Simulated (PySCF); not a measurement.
Ga2O: PBE0 against B3LYP

Base calculation in PySCF with density fitting and no spin–orbit coupling, PBE0/def2-TZVP (no relativity): singlet, D∞h, O–Ga 1.801 Å (×2); wavenumbers 66 (×2), 298, 848 cm⁻¹; gap between the highest occupied and lowest empty levels 5.26 eV, polar-tensor charge of O -1.24 e, atomisation energy (no zero-point energy) 875 kJ/mol.

**Question.** What changes on going to B3LYP/def2-TZVP (no relativity)?

**Answer.** The point group stays the same. Changes: mean bond to O +0.014 Å, highest wavenumber -23 cm⁻¹, lowest wavenumber +5 cm⁻¹, gap between the highest occupied and lowest empty levels -0.35 eV, polar-tensor charge of O 0.00 e, atomisation energy (no zero-point energy) +4 kJ/mol. The new structure has O–Ga 1.815 Å (×2), with wavenumbers 71 (×2), 289, 825 cm⁻¹.

The structures come from searches over a few start shapes, so lower isomers are not excluded.
